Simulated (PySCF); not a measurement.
# Zn: excitation energy

Zn [Ar] 3d10 4s2 (1S) → Zn [Ar] 3d9 4s2 5s1 (3D), as a difference of total energies. Calculation: PySCF 2.14, in x2c-TZVPPall with one added diffuse shell each of s, p, d, f type (7s6p5d3f1g, 80 functions); the spin-free X2C one-electron Hamiltonian (Gaussian nucleus). Correlated levels: valence: [Ar] frozen; valence and next inner shell: [Ne] frozen. The calculations carry no spin-orbit coupling.

```csv
method,excitation energy (cm⁻¹)
UHF,96083
LDA,122750
PBE,117990
PBE0,114150
r2SCAN,116380
revPBE,117230
PBEsol,119440
wB97M-V,114630
PW91,118640
MP2 (valence),119270
SCS-MP2 (valence),116360
MP2 (valence and next inner shell),122860
SCS-MP2 (valence and next inner shell),119210
```

A first-order spin-orbit estimate (lowest level to lowest level, LS coupling) adds -0.136 eV.

The upper state lies above the first ionisation limit, where it may autoionise and the basis confines it. A Rydberg-like electron needs more diffuse functions than a valence basis has.

The promoted electron is Rydberg-like, and one or two diffuse shells describe it only roughly, which tends to raise the upper state.
